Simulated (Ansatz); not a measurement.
Reaction (formal exchange of groups at the Se–Si bond): `C=C[Se][SiH2]O` + `CSC=N` → `C=C[Se]C=N` + `CS[SiH2]O`

Program: Ansatz. Geometries: PBE0-D4/def2-TZVP. ΔE: electronic, gas phase. CCSD(T)/CBS adds triple-zeta CCSD(T) − MP2 to the extrapolated MP2 energy (def2 sets, frozen cores). Functionals use def2-TZVPP. B3LYP here is the variant with VWN-RPA as its local correlation; programs differ in this. For Se outer-core shells are correlated without core-valence functions, which leaves a few kJ/mol of doubt a bond. Scalar relativity is left out up to krypton. One conformer a species, not always the lowest.

```csv
level,ΔE (kJ/mol),difference from CCSD(T)/CBS
PBE-D4,21.4,-1.2
r2SCAN-D4,21.8,-0.8
PBE0-D4,23.1,0.5
B3LYP-D4,20.6,-2.0
ωB97X-V,22.0,-0.6
ωB97M-V,22.5,-0.1
B2PLYP,18.8,-3.8
PBE,18.8,-3.8
r2SCAN,21.2,-1.4
PBE0,20.8,-1.8
B3LYP,16.4,-6.2
HF/def2-TZVPP,18.1,-4.5
MP2/def2-TZVPP,21.3,-1.3
SCS-MP2/def2-TZVPP,18.5,-4.1
CCSD/def2-TZVPP,18.2,-4.4
CCSD(T)/def2-TZVPP,19.3,-3.3
HF/def2-QZVPP,17.6,-5.0
MP2/def2-QZVPP,23.0,0.4
SCS-MP2/def2-QZVPP,19.9,-2.7
HF/CBS(def2),17.6,-5.0
MP2/CBS(def2),24.5,1.9
CCSD/CBS(def2),21.5,-1.1
CCSD(T)/CBS,22.6,0
```

Largest T1 diagnostic among the species: 0.013.

The D4 term adds +4.3 kJ/mol with B3LYP and +2.3 kJ/mol with PBE0; it sums over pairs of atoms, weighted by their polarisabilities, and B3LYP, whose exchange is more repulsive, gets the larger term.
